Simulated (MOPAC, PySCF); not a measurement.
C3H2F2, SMILES `C#CC(F)F`, neutral singlet in the gas phase. 

Cartesian coordinates (Å):
```xyz
7

C      1.7252     0.1266     0.1170
C      0.5341     0.0386     0.0385
C     -0.9185    -0.0828    -0.0018
F     -1.4888     1.1013    -0.3754
F     -1.2960    -1.0247    -0.9169
H      2.7837     0.2082     0.1735
H     -1.3396    -0.3672     0.9650
```
Charge 0, multiplicity 1.

All levels are single points at this geometry (B3LYP-D3(BJ)/def2-TZVP); Pople sets use spherical d functions. Orbital energies aren't observables, and empty levels follow the basis.

```csv
level,HOMO (eV),LUMO (eV),gap (eV),dipole (D),"vertical IE, Delta-SCF (eV)"
ωB97X-D3(BJ)/def2-TZVP in PySCF,-11.42,2.08,13.50,2.24,11.63
B3LYP/6-31G* in PySCF,-8.25,0.23,8.48,2.07,11.28
BP86/6-31G* in PySCF,-7.29,-0.72,6.57,1.90,–
M06-2X/6-31G* in PySCF,-9.91,1.45,11.36,2.19,–
HF/6-31G* in PySCF,-11.54,4.65,16.19,2.50,10.17
PM7 in MOPAC,-11.99,0.56,12.55,2.38,–
```
